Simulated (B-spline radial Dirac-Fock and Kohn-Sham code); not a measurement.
Two-hole binding energies of Os³⁺

System: osmium as Os³⁺ in the configuration [Xe] 4f14 5d5, inside a Watson sphere of charge -3 and radius 2 Å (a model of the Madelung potential; inside it an electron's potential energy is raised by 21.6 eV).

The run's input, task.json:

```json
{"items": [{
  "Z": 76,
  "q": 3,
  "cfg": [[1, 0, 2], [2, 0, 2], [2, 1, 6], [3, 0, 2], [3, 1, 6], [3, 2, 10], [4, 0, 2], [4, 1, 6], [4, 2, 10], [4, 3, 14], [5, 0, 2], [5, 1, 6], [5, 2, 5]],
  "A": 192,
  "rrms": 5.4126,
  "watson": [-3, 2.0],
  "do": ["binding", "quiet", "double"]
}]}
```

Run with: `python xray_run.py task.json out`

Model: ΔSCF Dirac-Fock with Breit, self-energy and vacuum polarisation, finite nucleus, configuration average. Program: a radial B-spline solver. U is the two-hole binding energy less the two single-hole energies, the effective repulsion of the holes after relaxation. Each two-hole energy is an average over J within one jj subconfiguration.

| holes | E(a) (eV) | E(b) (eV) | E(ab) (eV) | U (eV) |
| --- | --- | --- | --- | --- |
| 1s⁻¹ 2p1/2⁻¹ | 73890.0 | 12408.9 | ? | ? |
| 1s⁻¹ 3d5/2⁻¹ | 73890.0 | 1983.8 | 75973.4 | 99.6 |
| 2p1/2⁻¹ 2p3/2⁻¹ | 12408.9 | 10895.0 | 23555.0 | 251.1 |
| 2s⁻¹ 3d3/2⁻¹ | 12997.4 | 2054.7 | 15152.6 | 100.5 |
| 2s⁻¹ 3d5/2⁻¹ | 12997.4 | 1983.8 | 15078.0 | 96.9 |
| 2p1/2⁻¹ 3p3/2⁻¹ | 12408.9 | 2485.4 | 14987.7 | 93.3 |
| 2p3/2⁻¹ 3s⁻¹ | 10895.0 | 3080.1 | 14065.2 | 90.1 |
| 3p1/2⁻² | 2819.5 | 2819.5 | 5712.5 | 73.5 |
| 3d5/2⁻² | 1983.8 | 1983.8 | 4040.9 | 73.3 |
| 4d3/2⁻¹ 4d5/2⁻¹ | 317.3 | 302.8 | 649.7 | 29.5 |
| 4d5/2⁻² | 302.8 | 302.8 | 634.6 | 29.0 |
| 4f5/2⁻¹ 4f7/2⁻¹ | 73.15 | 70.47 | 171.5 | 27.9 |
| 4f7/2⁻² | 70.47 | 70.47 | 168.2 | 27.2 |
| 5p3/2⁻² | 65.51 | 65.51 | 147.7 | 16.7 |

Task: Give the missing two-hole energy and U.

Result: E(ab) = 86728.8 eV and U = 429.9 eV.

Values without a named source are computed, but for edge energies of neutral atoms, which are taken from tables.
